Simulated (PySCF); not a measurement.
## Computed NMR parameters against published values

Atoms are numbered as in `[CH3:1][CH:2]([CH3:3])[S:4]([CH3:5])(=[O:6])=[O:7]`. Each H is labelled by its parent atom.

What is known from experiment: δ ¹³C C2 53.5; C1/C3 15.2; δ ¹H H(C2) 3.13; H(C1)/H(C3) 1.41 ppm (measured; solution, not stated per compound (mostly CDCl3 or CCl4); Pretsch, Buehlmann, Badertscher, Structure Determination of Organic Compounds, 4th ed. (2009)).

All values are calculated (PySCF): NMR shieldings at PBE0/pcSseg-1/GIAO, GFN2-xTB structure. No solvent model, a single conformation, one averaged value for each set of equivalent atoms, relativity neglected.

(1) Set the calculated values beside the experiment.

(2) How far are the unscaled ¹³C shifts from the references?

(3) How far are the unscaled ¹H shifts from the references?

Answers

(1) 
Reference values: measured (solution, not stated per compound (mostly CDCl3 or CCl4); Pretsch, Buehlmann, Badertscher, Structure Determination of Organic Compounds, 4th ed. (2009)).
```tsv
atoms	quantity	reference	computed	computed, scaled
C2	δ ¹³C	53.5	62.3	58.6
C1/C3	δ ¹³C	15.2	15.5	13.0
H(C2)	δ ¹H	3.13	2.65	2.59
H(C1)/H(C3)	δ ¹H	1.41	1.36	1.37
```

Computed shifts are σ(ref) − σ with the named reference compound (TMS for H and C) calculated as an isolated molecule at the same level. The measured values may be among those fitted. Empirical linear scaling, fitted to shifts measured mostly in CDCl3 for H and C (δ vs TMS): ¹³C (scatter 2.1 ppm rms, 2.3 ppm with the 13 outliers that the fit left out); ¹H (scatter 0.17 ppm rms, 0.18 ppm with the 4 outliers that the fit left out). Occasional misses reach two or three times the rms, and more in compound classes unlike the fitted ones.

(2) Mean signed difference +4.55 ppm, mean absolute 4.55 ppm over 2 comparisons; the largest is +8.8 ppm at C2 (sp3 CH bonded to S).

(3) Mean signed difference -0.26 ppm, mean absolute 0.26 ppm over 2 comparisons; the largest is -0.48 ppm at H(C2) (hydrogen on an sp3 CH bonded to S).
